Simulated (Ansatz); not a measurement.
Molecule: C₂H₆Br₃NSi, charge 0, multiplicity 1. 
Coordinates optimised at B3LYP-D3(BJ)/def2-TZVP (Ansatz, a quantum-chemistry and plane-wave program):
```xyz
13

C     -2.7754    -0.5914    -0.6642
N     -1.7874     0.4421    -0.3741
C     -2.3880     1.6639     0.1499
Si    -0.1689     0.0527    -0.0658
Br     0.1571    -0.7485     1.9987
Br     1.1046     1.8584    -0.2785
Br     0.5277    -1.5001    -1.4909
H     -2.3009    -1.4728    -1.0891
H     -3.3201    -0.8906     0.2387
H     -3.4983    -0.2112    -1.3911
H     -3.1090     2.0551    -0.5730
H     -2.9129     1.4800     1.0944
H     -1.6312     2.4264     0.3185
```

Total electronic energies in hartree. Cores are frozen in the correlated levels unless marked. Spin-orbit coupling is left out. The frozen core is the preceding noble-gas configuration, with the filled d and f shells of earlier blocks. No relativistic terms. CBS(X,Y): correlation extrapolated as X^-3; Hartree-Fock from the larger set. [CCSD(T)-MP2]/basis is that difference in the basis named.

| level | program | energy (Eh) |
|---|---|---|
| revPBE-D4/def2-TZVPD | Ansatz + dftd4 | -8146.04143 |
| B3LYP/def2-TZVPD | Ansatz | -8146.86943 |
| PBE0/6-31G* | Ansatz | -8144.60854 |
| CAM-B3LYP/def2-TZVPD | Ansatz | -8147.07835 |
| wB97X-V/def2-TZVPD | Ansatz | -8145.98304 |
| PBE-QIDH/def2-TZVPD | Ansatz | -8144.44677 |
| RI-MP2/CBS(def2-TZVPPD,def2-QZVPPD) | Ansatz | -8141.5903 |
| CCSD(T)/def2-SVPD | Ansatz | -8139.96281 |
| RI-MP2/CBS(def2-TZVPPD,def2-QZVPPD)+[CCSD(T)-MP2]/def2-TZVPPD | Ansatz | -8141.7098 |

Totals of different functionals don't rank their quality; only differences between species are comparable.
